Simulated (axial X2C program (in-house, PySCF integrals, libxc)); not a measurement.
InS: properties at the nuclei

Computed with an axial X2C code built on PySCF integrals: two-component X2C with atomic mean-field Coulomb and Gaunt terms, Gaussian nuclei, basis In dyall-cv3z, S dyall-av3z with contracted cores.

R = 2.283 Å (near the PBE0 minimum at charge 0 of the determinant lowest at the starting distance; the state shown can have its own minimum elsewhere).

Determinant lowest in the PBE0 search, Ω = 1/2 (⟨Sz⟩ = 0.50, ⟨Lz⟩ = 0.00 at PBE0), spin on the atoms In 0.22, S 0.27:

```tsv
level	Eeff magnitude (GV/cm)	Ws magnitude In (kHz)	A∥/gI In (MHz)	qzz In (a.u.)	A∥/gI S (MHz)	qzz S (a.u.)	μ (D)
PBE0	11.9	13.9	1710	-2.66	183	2.57	-4.29
HF	17.3	20.4	358	-3.56	36	2.79	-4.70
TPSSh	11.7	13.6	1860	-2.54	219	2.51	-4.21
BHandHLYP	12.1	14.2	1240	-2.86	201	2.78	-4.41
r2SCAN	12.2	14.2	1940	-2.51	214	2.43	-4.12
```

Determinant 0.39 eV from it at PBE0 and this distance, Ω = 3/2 (⟨Sz⟩ = 0.50, ⟨Lz⟩ = 1.00 at PBE0), spin on the atoms In 0.00, S 0.50:

| level | Eeff magnitude (GV/cm) | Ws magnitude In (kHz) | Ws magnitude S (kHz) | A∥/gI In (MHz) | qzz In (a.u.) | A∥/gI S (MHz) | qzz S (a.u.) | μ (D) |
| --- | --- | --- | --- | --- | --- | --- | --- | --- |
| PBE0 | 0.0248 | 0.00442 | 0.00309 | 46.9 | -5.64 | 211 | -1.47 | -1.33 |
| HF | 0.26 | 0.096 | 0.00531 | 39.2 | -6.18 | 218 | -1.46 | -1.22 |
| TPSSh | 0.0693 | 0.0133 | 0.00283 | 53.6 | -5.52 | 218 | -1.50 | -1.29 |
| BHandHLYP | 0.0191 | 0.00535 | 0.00334 | 43.4 | -5.81 | 221 | -1.51 | -1.43 |
| r2SCAN | 0.0807 | 0.0405 | 0.0035 | 64 | -5.57 | 223 | -1.56 | -1.19 |

Eeff is the effective electric field on the electron electric dipole moment in this Ω state and Ws the scalar–pseudoscalar constant of the nucleus named (defined with the proton number Z and per Ω); A∥ (defined per Ω) follows by multiplying with gI = μI/(I μN); qzz is the electric field gradient, eQq0 = 234.96 MHz × Q/barn × qzz; μ is positive if the S end (last atom) is positive. The operators were transformed with the bare-nucleus X2C matrices; with these basis sets, hyperfine constants and field gradients can be off by tens of per cent, and where levels differ in sign neither size nor sign is settled.

With Q(115In) = 0.772 barn, Q(33S) = -0.0694 barn (Q from Pyykkö, Mol. Phys. 2018), turn the PBE0 values of the first state into constants in MHz.

eQq0(115In) = 234.96 × (0.772) × (-2.66) = -482 MHz; eQq0(33S) = 234.96 × (-0.0694) × (2.57) = -41.9 MHz.

Each state is one determinant with collinear spin. Unrestricted Hartree–Fock can overshoot spin polarisation at the nuclei. In the state Ω = 3/2 the sign of Eeff differs between levels (r2SCAN against PBE0). Where Eeff spreads by more than a factor of two the levels disagree and none is to be relied on. States lie within half an eV, so the first need not be the ground state. The sign of Ws at In differs between levels in the second state. Where a field gradient or hyperfine factor spreads by more than a factor of two over the levels, a constant derived from it is not to be relied on. PBE0 term energies can be off by some tenths of an eV.
